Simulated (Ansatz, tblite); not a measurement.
Spin states of SnBr2, each relaxed with r2SCAN-D4/def2-TZVP in Ansatz. Electronic energies in the gas phase.

In the def2 sets Sn takes a core potential; there is no spin–orbit coupling. The xTB rows come from tblite. B3LYP takes the VWN-RPA correlation. HOMO above LUMO, or a gap near zero within one spin, warns that the state may not be the lowest or that an electron is smeared out. The structure comes from a short search, and lower isomers may exist.

Singlet geometry (C2v within 0.1 Å):

Cartesian coordinates in Å:
```
Sn 0.987 -0.451 0.101
Br 0.103 1.753 0.952
Br -1.090 -1.302 -1.052
```

Triplet geometry (C2v within 0.1 Å):

Cartesian coordinates in Å:
```
Sn 0.0218 -0.6045 -0.5841
Br -1.8370 -0.5397 1.0951
Br 1.8152 1.1441 -0.5110
```

Quintet geometry (D∞h within 0.1 Å):

Cartesian coordinates in Å:
```
Sn 0.007 -0.004 0.001
Br 0.913 1.018 -2.332
Br -0.920 -1.015 2.331
```

⟨S²⟩: triplet 2.01 at PBE0-D4/def2-TZVP (pure 2.00), quintet 6.01 at PBE0-D4/def2-TZVP (pure 6.00).

Only these spin states were relaxed.

```
            level  triplet − singlet (kJ/mol)  quintet − singlet (kJ/mol)  lowest of these                                  remarks
         GFN1-xTB                       369.8                       869.1          singlet                                        –
     HF/def2-TZVP                       183.5                       500.7          singlet                                        –
 B97M-V/def2-TZVP                       251.4                       631.0          singlet  gap within one spin near zero (quintet)
PBE0-D4/def2-TZVP                       238.0                       631.5          singlet                                        –
```

Q: Estimate the rows for GFN2-xTB, PBE-D4/def2-TZVP, B3LYP-D4/def2-TZVP, ωB97M-V/def2-TZVP.

A: 
```tsv
level	triplet − singlet (kJ/mol)	quintet − singlet (kJ/mol)	lowest of these	remarks
GFN2-xTB	408.5	846.7	singlet	–
PBE-D4/def2-TZVP	244.5	602.4	singlet	gap within one spin near zero (quintet)
B3LYP-D4/def2-TZVP	251.5	637.8	singlet	–
ωB97M-V/def2-TZVP	246.5	651.7	singlet	–
```

The xTB methods have no term that favours high spin, so they put low spin too low.
